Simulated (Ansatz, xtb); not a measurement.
## C2H3BCl2: 4 structures ranked

4 gas-phase structures of C2H3BCl2, from a drawn sample of its isomers (lower ones may exist). Each was relaxed with GFN2-xTB; where two conformers were screened, the lower at r2SCAN-D4/def2-SVP is listed:

A. `C=C(Cl)BCl`, a singlet
B. `ClB/C=C/Cl`, a singlet
C. `C=CB(Cl)Cl`, a singlet
D. `ClB/C=C\Cl`, a singlet

**Question.** Make a reasoned guess at their ranking by r2SCAN-D4/def2-SVP single-point energy.

**Answer.** Calculated order at r2SCAN-D4/def2-SVP: C (0.0), B (34.3), D (36.1), A (37.4) kcal/mol.

Energies above the lowest of each column, in kcal/mol; the last columns are at PBE0-D4/def2-SVP geometries and were run for some of them only (a dash: not run or not comparable):

```csv
structure,GFN2-xTB,HF/STO-3G,r2SCAN-D4/def2-SVP,PBE0-D4/def2-SVP,CCSD(T)/def2-SVP + ΔMP2/def2-TZVPP
C,0.0,0.0,0.0,0.0,0.0
B,14.4,32.4,34.3,33.8,31.9
D,15.2,34.2,36.1,–,–
A,16.7,33.6,37.4,–,–
```

Every level run on C puts it lowest or level with the lowest. Flexible structures stand in one conformer each, not always the lowest. Frequencies (PBE0-D4/def2-SVP) were run for B, C alone. The ΔMP2 step shifts differences by up to 3.2 kcal/mol, which makes them less sure. ΔMP2 is the change of the MP2 energy from the smaller to the larger basis.

Over these structures GFN2-xTB departs from r2SCAN-D4/def2-SVP by 7.7 kcal/mol on average once a common shift is removed. A GFN2-xTB relaxation took about 0.064 s and the r2SCAN-D4/def2-SVP energy about 1.6 s on a shared host (Ansatz 0.2.0, xtb 6.7.1).
